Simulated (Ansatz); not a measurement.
Steps of a relaxation of `C=CB[SiH3]` with RKS PBE0-D4/def2-TZVP.

```sh
$ ansatz run in.yaml --threads 2 --pin off --events-out ev --progress --plain --max-ram 4352MiB
```

```yaml
crystal:
  periodic: [false, false, false]
  atoms:
    - {symbol: C, position_ang: [0.186794, 2.289925, -0.210645]}
    - {symbol: C, position_ang: [0.184090, 1.041515, 0.328324]}
    - {symbol: B, position_ang: [-0.154946, -0.194976, -0.537316]}
    - {symbol: Si, position_ang: [-0.140893, -2.069517, 0.224048]}
    - {symbol: H, position_ang: [0.430531, 3.196643, 0.372500]}
    - {symbol: H, position_ang: [-0.058956, 2.442038, -1.276017]}
    - {symbol: H, position_ang: [0.438559, 0.949321, 1.401197]}
    - {symbol: H, position_ang: [-0.434119, 0.004778, -1.709048]}
    - {symbol: H, position_ang: [1.214398, -2.383119, 0.820020]}
    - {symbol: H, position_ang: [-0.470040, -3.163794, -0.757866]}
    - {symbol: H, position_ang: [-1.130119, -2.169714, 1.365405]}
basis:
  gaussian: {orbitals: def2-TZVP}
hamiltonian: {xc: pbe0, dispersion: d4}
relax: {f_tol: 0.005, max_steps: 150}
```

Positions (Å) and forces (eV/Å) along the path, 6 of 6 steps:

```xyz
11
step=1 energy=-10734.7055 eV
C     0.187    2.290   -0.211   -0.008   -0.443    0.157
C     0.184    1.042    0.328    0.058    0.667   -0.064
B    -0.155   -0.195   -0.537   -0.032    0.265   -0.238
Si   -0.141   -2.070    0.224    0.015   -0.268    0.191
H     0.431    3.197    0.372   -0.131   -0.512   -0.299
H    -0.059    2.442   -1.276    0.129   -0.103    0.575
H     0.439    0.949    1.401   -0.126    0.075   -0.555
H    -0.434    0.005   -1.709    0.110   -0.053    0.448
H     1.214   -2.383    0.820   -0.283    0.083   -0.147
H    -0.470   -3.164   -0.758    0.069    0.251    0.190
H    -1.130   -2.170    1.365    0.200    0.037   -0.258
11
step=2 energy=-10734.7478 eV
C     0.185    2.269   -0.209   -0.010   -0.064    0.010
C     0.185    1.037    0.327    0.028    0.140    0.021
B    -0.153   -0.192   -0.535   -0.012    0.077   -0.064
Si   -0.140   -2.060    0.229   -0.003   -0.064    0.019
H     0.424    3.166    0.366   -0.033   -0.131   -0.082
H    -0.060    2.416   -1.262    0.036   -0.018    0.152
H     0.439    0.950    1.387   -0.038    0.010   -0.152
H    -0.427    0.011   -1.691    0.032   -0.020    0.130
H     1.207   -2.365    0.810   -0.076    0.016   -0.027
H    -0.466   -3.135   -0.754    0.017    0.049    0.053
H    -1.127   -2.153    1.353    0.058    0.004   -0.060
11
step=3 energy=-10734.7504 eV
C     0.183    2.267   -0.209    0.020   -0.007   -0.015
C     0.187    1.038    0.326   -0.018   -0.007    0.018
B    -0.152   -0.190   -0.531    0.007    0.000   -0.012
Si   -0.141   -2.060    0.226    0.001    0.001    0.013
H     0.423    3.160    0.362   -0.008    0.007    0.006
H    -0.061    2.411   -1.258   -0.006    0.004   -0.006
H     0.439    0.953    1.383    0.009   -0.004    0.003
H    -0.424    0.013   -1.682   -0.003    0.002   -0.004
H     1.200   -2.364    0.809    0.007   -0.001    0.000
H    -0.466   -3.134   -0.752   -0.001    0.006   -0.006
H    -1.123   -2.153    1.347   -0.007   -0.001    0.003
11
step=4 energy=-10734.7504 eV
C     0.182    2.267   -0.209    0.021   -0.003   -0.010
C     0.188    1.038    0.326   -0.020   -0.012    0.012
B    -0.152   -0.189   -0.532    0.007   -0.010   -0.007
Si   -0.141   -2.060    0.226    0.000    0.008    0.009
H     0.423    3.160    0.362   -0.008    0.008    0.005
H    -0.062    2.412   -1.257   -0.006    0.003   -0.006
H     0.440    0.952    1.382    0.010   -0.001    0.004
H    -0.424    0.013   -1.683   -0.003    0.004   -0.006
H     1.200   -2.363    0.810    0.007   -0.001    0.000
H    -0.465   -3.134   -0.751    0.000    0.006   -0.006
H    -1.123   -2.152    1.347   -0.008   -0.001    0.004
11
step=5 energy=-10734.7502 eV rejected
C     0.186    2.265   -0.211   -0.065    0.010    0.015
C     0.187    1.038    0.327    0.045   -0.009   -0.013
B    -0.150   -0.190   -0.532   -0.009    0.002    0.017
Si   -0.141   -2.059    0.229   -0.001    0.003   -0.017
H     0.418    3.160    0.362    0.026    0.007   -0.002
H    -0.065    2.410   -1.257    0.013    0.000   -0.013
H     0.446    0.952    1.381   -0.011    0.001    0.012
H    -0.423    0.013   -1.682    0.001   -0.002   -0.009
H     1.200   -2.365    0.812    0.002   -0.002    0.004
H    -0.465   -3.127   -0.755    0.000   -0.009    0.001
H    -1.127   -2.153    1.347   -0.001    0.001    0.003
11
step=6 energy=-10734.7504 eV
C     0.183    2.266   -0.210    0.005   -0.002   -0.002
C     0.187    1.038    0.327    0.002    0.000    0.001
B    -0.151   -0.190   -0.532   -0.001    0.000    0.002
Si   -0.141   -2.059    0.227    0.000    0.001   -0.003
H     0.421    3.160    0.362   -0.002    0.001    0.000
H    -0.063    2.411   -1.258   -0.002    0.000    0.001
H     0.442    0.952    1.382    0.000    0.000    0.000
H    -0.424    0.013   -1.683    0.000    0.000    0.000
H     1.200   -2.364    0.811    0.000    0.000    0.001
H    -0.465   -3.131   -0.753    0.000    0.000    0.000
H    -1.125   -2.153    1.347    0.000    0.000    0.000
```

Run time 29 s (2 threads of an Arm Neoverse V1 on a shared host); peak host memory 0.37 GiB.
